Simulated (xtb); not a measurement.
xtb input (GFN1-xTB):

```bash
xtb mol.xyz --gfn 1 --sp --chrg 0 --uhf 0
```
mol.xyz:
```
2

In    -0.00000000    -0.00000000    -0.03725241
H      0.00000000     0.00000000     1.82536805
```

Output:

```
           -------------------------------------------------
          |                Calculation Setup                |
           -------------------------------------------------

           -------------------------------------------------
          |                 G F N 1 - x T B                 |
           -------------------------------------------------

        Reference                      10.1021/acs.jctc.7b00118
      * Hamiltonian:
        H0-scaling (s, p, d)           1.850000    2.250000    2.000000
        zeta-weighting                 0.000000
      * Dispersion:
        s8                             2.400000
        a1                             0.630000
        a2                             5.000000
        s9                             0.000000
      * Repulsion:
        kExp                           1.500000
        rExp                           1.000000
      * Coulomb:
        alpha                          2.000000
        third order                    atomic
        anisotropic                    false
      * Halogen bond correction:
        rad-scale                      1.300000
        damping                        0.440000

          ...................................................
          :                      SETUP                      :
          :.................................................:
          :  # basis functions                  12          :
          :  # atomic orbitals                  11          :
          :  # shells                            5          :
          :  # electrons                         4          :
          :  # halogen bonds                     0          :
          :  max. iterations                   250          :
          :  Hamiltonian                  GFN1-xTB          :
          :  restarted?                      false          :
          :  GBSA solvation                  false          :
          :  PC potential                    false          :
          :  electronic temp.          300.0000000     K    :
          :  accuracy                    1.0000000          :
          :  -> integral cutoff          0.2500000E+02      :
          :  -> integral neglect         0.1000000E-07      :
          :  -> SCF convergence          0.1000000E-05 Eh   :
          :  -> wf. convergence          0.2000000E-04 e    :
          :  Broyden damping             0.4000000          :
          :  net charge                          0          :
          :  unpaired electrons                  0          :
          ...................................................

 iter      E             dE          RMSdq      gap      omega  full diag
   1     -2.0379584 -0.203796E+01  0.379E+00    6.84       0.0  T
   2     -2.0455033 -0.754497E-02  0.147E+00    6.10       1.0  T
   3     -2.0467378 -0.123448E-02  0.119E-01    5.63       1.0  T
   4     -2.0467381 -0.261303E-06  0.116E-01    5.71       1.0  T
   5     -2.0467481 -0.100055E-04  0.311E-03    5.67      22.7  T
   6     -2.0467481 -0.796923E-08  0.194E-04    5.67     364.0  T
   7     -2.0467481 -0.218767E-10  0.149E-06    5.67   47508.7  T

   *** convergence criteria satisfied after 7 iterations ***

         #    Occupation            Energy/Eh            Energy/eV
      -------------------------------------------------------------
         1        2.0000           -0.6296668             -17.1341
         2        2.0000           -0.3430243              -9.3342 (HOMO)
         3                         -0.1346508              -3.6640 (LUMO)
         4                         -0.1346508              -3.6640
         5                         -0.1346508              -3.6640
         6                         -0.1346508              -3.6640
         7                         -0.1344031              -3.6573
       ...                                ...                  ...
        11                          0.3691761              10.0458
      -------------------------------------------------------------
                  HL-Gap            0.2083735 Eh            5.6701 eV
             Fermi-level           -0.2388375 Eh           -6.4991 eV

 SCC (total)                   0 d,  0 h,  0 min,  0.002 sec
 SCC setup                      ...        0 min,  0.000 sec (  6.426%)
 Dispersion                     ...        0 min,  0.000 sec (  2.826%)
 classical contributions        ...        0 min,  0.000 sec (  1.082%)
 integral evaluation            ...        0 min,  0.001 sec ( 22.025%)
 iterations                     ...        0 min,  0.001 sec ( 47.776%)
 molecular gradient             ...        0 min,  0.000 sec ( 10.856%)
 printout                       ...        0 min,  0.000 sec (  8.304%)

         :::::::::::::::::::::::::::::::::::::::::::::::::::::
         ::                     SUMMARY                     ::
         :::::::::::::::::::::::::::::::::::::::::::::::::::::
         :: total energy              -2.045422610307 Eh    ::
         :: gradient norm              0.048736614449 Eh/a0 ::
         :: HOMO-LUMO gap              5.670130588258 eV    ::
         ::.................................................::
         :: SCC energy                -2.046748088082 Eh    ::
         :: -> electrostatic           0.012827378477 Eh    ::
         :: repulsion energy           0.001494916089 Eh    ::
         :: dispersion energy         -0.000169438313 Eh    ::
         :: halogen bond corr.         0.000000000000 Eh    ::
         :: add. restraining           0.000000000000 Eh    ::
         :: total charge               0.000000000000 e     ::
         :::::::::::::::::::::::::::::::::::::::::::::::::::::

           -------------------------------------------------
          |                Property Printout                |
           -------------------------------------------------

    * Orbital Energies and Occupations

         #    Occupation            Energy/Eh            Energy/eV
      -------------------------------------------------------------
         1        2.0000           -0.6296668             -17.1341
         2        2.0000           -0.3430243              -9.3342 (HOMO)
         3                         -0.1346508              -3.6640 (LUMO)
         4                         -0.1346508              -3.6640
         5                         -0.1346508              -3.6640
         6                         -0.1346508              -3.6640
         7                         -0.1344031              -3.6573
         8                         -0.1289293              -3.5083
         9                         -0.1289293              -3.5083
        10                          0.0169626               0.4616
        11                          0.3691761              10.0458
      -------------------------------------------------------------
                  HL-Gap            0.2083735 Eh            5.6701 eV
             Fermi-level           -0.2388375 Eh           -6.4991 eV

  Mulliken/CM5 charges         n(s)   n(p)   n(d)
     1In    0.29883  0.26804   1.952  0.711  0.039
     2H    -0.29883 -0.26804   1.299  0.000  0.000

Wiberg/Mayer (AO) data.
largest (>0.10) Wiberg bond orders for each atom

 ---------------------------------------------------------------------------
     #   Z sym  total        # sym  WBO       # sym  WBO       # sym  WBO
 ---------------------------------------------------------------------------
     1  49 In   0.931 --     2 H    0.931
     2   1 H    0.931 --     1 In   0.931
 ---------------------------------------------------------------------------

Topologies differ in total number of bonds
Writing topology from bond orders to xtbtopo.mol

 dipole moment from electron density (au)
     X       Y       Z
   0.0000   0.0000  -1.2215  total (Debye):    3.105
Note: The following floating-point exceptions are signalling: IEEE_DENORMAL
normal termination of xtb

           -------------------------------------------------
          | TOTAL ENERGY               -2.045422610307 Eh   |
          | GRADIENT NORM               0.048736614449 Eh/α |
          | HOMO-LUMO GAP               5.670130588258 eV   |
           -------------------------------------------------

------------------------------------------------------------------------
------------------------------------------------------------------------
 total:
 SCF:
```
